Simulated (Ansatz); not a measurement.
Basis sets compared for SbH3. Total charge 0; singlet. Geometry PBE-D4/def2-TZVP. Ansatz on 2 threads of Intel Xeon 6975P-C on a shared host; times are rough, and most runs start from earlier orbitals.

```xyz
4

Sb   -0.163    0.068    0.717
H     0.268   -1.410   -0.059
H     1.128    0.885   -0.080
H    -1.233    0.457   -0.578
```

In the def2 sets Sb takes a core potential, while STO-3G treats all electrons; there is no spin–orbit coupling.

STO-3G and 6-31G are all-electron sets without relativity, so their totals don't compare with the def2 sets.

Binding counts from free atoms (Sb quartet, H doublet) in the same basis, without a counterpoise term.

```json
{"level": "HF/STO-3G", "functions": "30", "energy (Eh)": "-6253.0752", "HOMO (eV)": "-6.89", "LUMO (eV)": "9.13", "binding per atom (eV)": "–", "wall time": "0.1 s"}
{"level": "PBE-D4/def2-SVP", "functions": "41", "energy (Eh)": "-242.0054", "HOMO (eV)": "-6.46", "LUMO (eV)": "-0.79", "binding per atom (eV)": "2.09", "wall time": "0.2 s"}
{"level": "PBE0-D4/def2-SVP", "functions": "41", "energy (Eh)": "-242.0206", "HOMO (eV)": "-7.50", "LUMO (eV)": "-0.03", "binding per atom (eV)": "2.05", "wall time": "0.3 s"}
```

Q: Estimate the rows for HF/def2-TZVP, PBE-D4/def2-TZVP, PBE0-D4/def2-TZVP.

A: 
```csv
level,functions,energy (Eh),HOMO (eV),LUMO (eV),binding per atom (eV),wall time
HF/def2-TZVP,68,-240.9791,-9.87,2.47,1.38,0.15 s
PBE-D4/def2-TZVP,68,-242.0171,-6.57,-0.96,2.11,0.25 s
PBE0-D4/def2-TZVP,68,-242.0309,-7.59,-0.20,2.07,0.45 s
```
